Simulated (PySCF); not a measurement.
A TDDFT job was run through a driver script with this input:

```
{"job": {"kind": "uv", "xc": "CAM-B3LYP", "basis": "def2-SVPD", "ip": true, "dynamic": false}, "charge": 0, "multiplicity": 1}
O     -2.957411    -0.001655    -0.430682
C     -1.948583    -0.659204    -0.404664
C     -0.606079    -0.080256    -0.113875
C     -0.509461     1.291559     0.131391
P      0.932474     2.186366     0.471817
C      2.096631     0.885348     0.404037
C      1.819835    -0.448490     0.145316
C      0.526009    -0.901247    -0.098572
F      0.367943    -2.202545    -0.331129
H     -1.965951    -1.755028    -0.603701
H     -1.462908     1.832311     0.095232
H      3.143296     1.154185     0.583185
H      2.620108    -1.194028     0.124197
```

Its output, with some lines taken out ([cut]) and without the SCF cycles:

```
converged SCF energy = -746.8818893819

Static polarisability (au): isotropic 97.366, principal 56.278 109.321 126.500

Singlet excitations
state   eV       nm        f      main configurations
  1   3.7307    332.3   0.00017   H-1->L 0.75, H-3->L 0.10, H-1->L+2 0.09
  2   4.2468    291.9   0.05868   H->L 0.82, H-2->L+1 0.10
  3   5.0543    245.3   0.00073   H-3->L 0.78, H-1->L 0.14
  4   5.0860    243.8   0.04803   H->L+1 0.57, H-2->L 0.35
[cut]
[cut]
[cut]
[cut]
  9   6.4031    193.6   0.00122   H-4->L 0.88
 10   6.8861    180.0   0.00002   H-4->L+1 0.91

[cut]
[cut]
[cut]
```

Computed, not measured: TDDFT CAM-B3LYP/def2-SVPD, vertical, gas phase, core orbitals frozen in the response (PySCF 2.14.0, density-fitted response routines). One conformer (not necessarily the lowest) at the PBE0-D3(BJ)/def2-SVP geometry, without solvent, vibrations or thermal averaging.

**Question.** What stood in the cut lines?

**Answer.** 
```
  5   5.2878    234.5   0.01487   H-1->L+1 0.60, H-3->L+1 0.38
  6   5.7302    216.4   0.58225   H-2->L 0.57, H->L+1 0.36
  7   6.0050    206.5   0.13372   H-2->L+1 0.80, H->L 0.09
  8   6.0578    204.7   0.00283   H-3->L+1 0.57, H-1->L+1 0.35
Triplet excitations (Tamm-Dancoff, eV): 3.1032 3.2168 3.4839 3.9681
Vertical ionisation energy (delta-SCF) = 9.3715 eV
Vertical electron affinity (delta-SCF) = 0.8180 eV
```

**Question.** What transition dipole goes with state 6?

**Answer.** |μ|² = 3f / (2ΔE) = 3 × 0.5823 / (2 × 0.2106) = 4.147 au, so |μ| = 5.18 D.

**Question.** Which orbital energies lie behind H and L?

**Answer.** HOMO -8.64 eV and LUMO -1.48 eV, a gap of 7.17 eV; state 1 differs from that by -3.44 eV.

**Question.** What is the polarisability anisotropy, √(½[(α1 − α2)² + (α2 − α3)² + (α3 − α1)²])?

**Answer.** 63.40 au.

**Question.** Write the structure that the coordinates describe.

**Answer.** `O=CC1=C(F)C=CP=C1` (C6H4FOP), point group Cs.

H and L stand for HOMO and LUMO.

On one thread of an Intel Xeon 6975P-C, shared host with 192 logical CPUs at a one-minute load of 85, this took 3.9 min of wall time and 1.1 GiB of memory at its peak.

The values belong to the conformer `[O:1]=[CH:2][c:3]1[cH:4][p:5][cH:6][cH:7][c:8]1[F:9]`: O1–C2–C3–C4 0°.
